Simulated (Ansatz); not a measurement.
silanone (H₂OSi), SMILES O=[SiH2].

Geometry optimised at ωB97X-D3(BJ)/def2-TZVP.

Two levels are set side by side: PBE/def2-TZVPD (Ansatz, a quantum-chemistry and plane-wave program) and PBE0/def2-TZVPD (Ansatz). Energy differences of separate SCF runs at the same geometry; the states with an electron removed or added have multiplicity 2 and 2. Differences are taken from unrounded values.

| quantity | PBE |
|---|---|
| vertical ionisation energy (eV) | 10.77 |
| vertical electron affinity (eV) | 0.33 |
| vertical singlet–triplet gap (eV) | 3.68 |

These are the PBE values. What does PBE0 give? (The exact figures need the calculation; the answer reports its results.)


```csv
quantity,PBE0,PBE minus PBE0
vertical ionisation energy (eV),10.70,0.07
vertical electron affinity (eV),0.36,-0.02
vertical singlet–triplet gap (eV),3.62,0.06
```
